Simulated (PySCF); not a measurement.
# Computed records: C2H7BO

Computed with PySCF 2.14.0. Calculation on a computer-drawn molecule: optimised geometry and harmonic frequencies of an isolated molecule of the commonest isotopes, restricted reference for singlets and unrestricted otherwise, frozen core in MP2.

```yaml
- formula: C2H7BO
  start_structure:
    atoms_angstrom:
      - [B, -2.159, 2.2615, -1.5027]
      - [C, -1.0383, 1.5904, -0.6136]
      - [C, -0.3125, 2.6278, 0.3394]
      - [O, -0.1261, 0.8941, -1.401]
      - [H, -2.8953, 3.0152, -0.9479]
      - [H, -2.2287, 1.9212, -2.682]
      - [H, -1.6205, 0.9234, 0.0406]
      - [H, 0.2765, 3.2578, -0.3054]
      - [H, 0.4149, 2.0781, 0.9945]
      - [H, -1.0284, 3.1311, 0.9211]
      - [H, 0.552, 0.4396, -0.7727]
  given:
    charge: 0
    multiplicity: 1
    method: HF
    basis: cc-pVDZ
    drawn_bonds_atom: [1, 2, 2, 1, 1, 2, 3, 3, 3, 4]
    drawn_bonds_other_atom: [2, 3, 4, 5, 6, 7, 8, 9, 10, 11]
    drawn_bonds_order: [1, 1, 1, 1, 1, 1, 1, 1, 1, 1]
  results:
    optimised_atom_element: [B, C, C, O, H, H, H, H, H, H, H]
    "optimised_atom_x [angstrom]": [-2.134, -1.032, -0.3016, -0.1233, -2.964, -2.175, -1.598, 0.254, 0.4172, -1.001, 0.4912]
    "optimised_atom_y [angstrom]": [2.244, 1.588, 2.602, 0.8425, 2.944, 2.037, 0.9106, 3.321, 2.097, 3.151, 0.4023]
    "optimised_atom_z [angstrom]": [-1.5, -0.5826, 0.3039, -1.364, -0.9875, -2.678, 0.0826, -0.3033, 0.9564, 0.9383, -0.7954]
    "modes_frequency [cm^-1]": [138.6, 258.8, 346.9, 368.2, 413.1, 461.3, 815.3, 892.6, 968.8, 1020, 1126, 1178, 1247, 1307, 1328, 1429, 1512, 1521, 1590, 1603, 2680, 2763, 3058, 3166, 3233, 3259, 4134]
    "modes_reduced_mass [dalton]": [1.189, 1.052, 1.864, 1.112, 2.211, 2.663, 2.755, 1.543, 1.165, 1.788, 1.646, 2.046, 2.019, 1.15, 1.354, 1.301, 1.323, 1.457, 1.074, 1.081, 1.059, 1.125, 1.079, 1.039, 1.101, 1.103, 1.067]
    "rotational_constants [GHz]": [8.789, 8.356, 4.772]
    "total_energy [hartree]": -179.3366
    "convergence_status_largest_gradient_component [hartree/bohr]": 2.654e-05
```
